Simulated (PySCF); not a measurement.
Two species compared at the same levels of theory.

First species: C₄H₄O₃SSi.
Bonds: O1–C2 (double), C2–C3 (double), C3–C4, C4–O5 (double), C3–S6, S6–Si7, Si7–C8, C8–O9 (double). Hydrogens: H10 on C4; H11, H12 on Si7; H13 on C8.

Second species: C2H9NSSi3.
SMILES: `[SiH2]([SiH2]SCC#N)[SiH3]`

Levels: wB97X-D/def2-SVPD for dipole moment, HOMO energy, LUMO energy, HOMO–LUMO gap, static isotropic polarisability and electronic spatial extent ⟨r²⟩ about the centre of nuclear charge; TDDFT wB97X-D/def2-SVPD for lowest singlet excitation; TDA wB97X-D/def2-SVPD for lowest triplet excitation (Tamm–Dancoff); GFN2-xTB for rotational constant A and rotational constant C. Geometries: GFN2-xTB. Each structure is a single optimised conformer of the isolated species, non-relativistic unless stated; the electronic structure was computed with PySCF and density fitting.

Dipoles, sizes and rotational constants follow the conformer. The torsions of the flexible species, by atom-mapped SMILES:
- `[O:1]=[C:2]=[C:3]([CH:4]=[O:5])[S:6][SiH2:7][CH:8]=[O:9]`: C2–C3–C4–O5 180°, C2–C3–S6–Si7 -179°, C3–S6–Si7–C8 179°, S6–Si7–C8–O9 158°
- `[N:1]#[C:2][CH2:3][S:4][SiH2:5][SiH2:6][SiH3:7]`: C2–C3–S4–Si5 50°, C3–S4–Si5–Si6 49°, S4–Si5–Si6–Si7 44°

Which of the two has the higher rotational constant A, and by how much?

The first: 2.793 GHz against 1.544 GHz, a difference of 1.249 GHz.

Which has the higher dipole moment?

The first: 5.61 D against 3.03 D, a difference of 2.58 D.

Which of the two has the higher HOMO–LUMO gap, and by how much?

The second: 9.85 eV against 7.31 eV, a difference of 2.54 eV.

Which has the higher HOMO energy?

The first: -8.42 eV against -9.11 eV, a difference of 0.69 eV.

Which of the two has the higher static isotropic polarisability, and by how much?

The second: 131.7 au against 105.7 au, a difference of 26.0 au.

Which of the two has the higher rotational constant C, and by how much?

The second: 0.698 GHz against 0.519 GHz, a difference of 0.179 GHz.

Which has the higher LUMO energy?

The second: 0.74 eV against -1.11 eV, a difference of 1.85 eV.

Which of the two has the higher ⟨r²⟩, and by how much?

The first: 1958 bohr² against 1893 bohr², a difference of 65 bohr².

On the first: S1 lies 4.51 eV below the HOMO–LUMO gap; its leading configuration is HOMO−1→LUMO, weight 0.89. The polarisability is 15.66 Å³ as a volume (1 au = 0.148185 Å³), or 1.29 au for each of the 82 electrons.

On the second: The dipole equals about 10.1 × 10⁻³⁰ C·m (1 D = 3.33564 × 10⁻³⁰ C·m). The polarisability is 19.51 Å³ as a volume (1 au = 0.148185 Å³), or 1.53 au for each of the 86 electrons. GFN2-xTB frequencies show an imaginary mode (28i cm⁻¹), so this geometry is no minimum at that level.
